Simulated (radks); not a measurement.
The praseodymium ion Pr+ inside a hard spherical wall (all orbitals vanish at R), configuration held at [Xe] 4f3 6s1 and not refilled when levels cross. Method: scalar-relativistic Kohn-Sham, LDA (Slater exchange, VWN5 correlation), spin-polarised, spherical densities, finite nucleus; open shells are filled with parallel spins first (spin-orbit coupling, left out, can overturn this in heavy ions); Fermi nuclear charge, rms radius 4.8919 fm; computed with a radial shooting solver on a logarithmic mesh with Libxc functionals. Eigenvalues in eV for spin up, with the zero of energy where the potential of the charges vanishes at infinity; a dash marks a level that is unbound or too diffuse for the functional's potential to be trusted. A positive occupied level is held by the wall or, in an anion where self-interaction has pushed it up, behind a barrier. The pressure on the wall is -dE/dV.

| R (bohr) | E (hartree) | kinetic (hartree) | e(5s) | e(5p) | e(6s) | e(4f) | e(5d, empty) | e(6p, empty) | pressure (GPa) |
|---|---|---|---|---|---|---|---|---|---|
| free | -9230.0034 | 9799.567 | -45.574 | -27.875 | -8.644 | -7.927 | -7.869 | -5.574 | 0 |
| 20 | -9230.0034 | 9799.567 | -45.574 | -27.875 | -8.644 | -7.927 | -7.869 | -5.574 | < 0.0001 |
| 8 | -9229.9980 | 9799.613 | -45.378 | -27.686 | -8.394 | -7.730 | -7.690 | -4.927 | 0.229 |
| 5 | -9229.8467 | 9800.345 | -43.637 | -26.053 | -3.717 | -5.832 | -5.439 | 2.717 | 17.2 |
| 4 | -9229.4484 | 9802.132 | -41.085 | -23.535 | 5.820 | -2.753 | -1.357 | 15.716 | 112 |
| 3 | -9227.3772 | 9810.851 | -32.263 | -13.683 | 41.005 | 7.943 | 13.547 | 58.064 | 1190 |
| 2 | -9211.0671 | 9867.646 | 15.917 | 43.505 | 211.06 | 51.074 | 89.444 | 243.61 | 25100 |
| 1.5 | -9163.5640 | 10016.279 | 140.68 | 184.54 | 549.05 | 125.44 | 251.73 | 594.71 | 194000 |
